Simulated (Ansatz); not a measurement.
Two isomers of C2H10OSi2: A = `C[SiH](C)O[SiH3]`, B = `CO[SiH2]C[SiH3]`.

Computed with Ansatz on PBE0-D4/def2-TZVP structures; ΔE is electronic, products minus reactants. CCSD(T)/CBS is the MP2 limit (def2-TZVPP, def2-QZVPP) plus CCSD(T) − MP2 in def2-TZVPP, frozen cores. DFT in def2-TZVPP. B3LYP here is the variant with VWN-RPA as its local correlation; programs differ in this. Each species was taken in one conformer, which may not be the lowest.

(1) Which is lower in electronic energy at CCSD(T)/CBS, and by how much? (An estimate is asked.)

(2) Give E(B) − E(A) in kJ/mol with CCSD(T)/def2-TZVPP, B3LYP, B3LYP-D4, MP2/def2-TZVPP, CCSD/def2-TZVPP, HF/def2-TZVPP, ωB97M-V. (An estimate is asked.)

Largest T1 diagnostic: 0.011.

Results:

(1) Computed: A, by 206.0 kJ/mol.

(2) Computed: CCSD(T)/def2-TZVPP 202.2, B3LYP 201.7, B3LYP-D4 202.7, MP2/def2-TZVPP 209.5, CCSD/def2-TZVPP 204.4, HF/def2-TZVPP 211.0, ωB97M-V 203.0. None reverses the order clearly.

From PBE to PBE0 (25 % exact exchange), in def2-TZVPP and without D4, E(B) − E(A) moves by +6.4 kJ/mol.
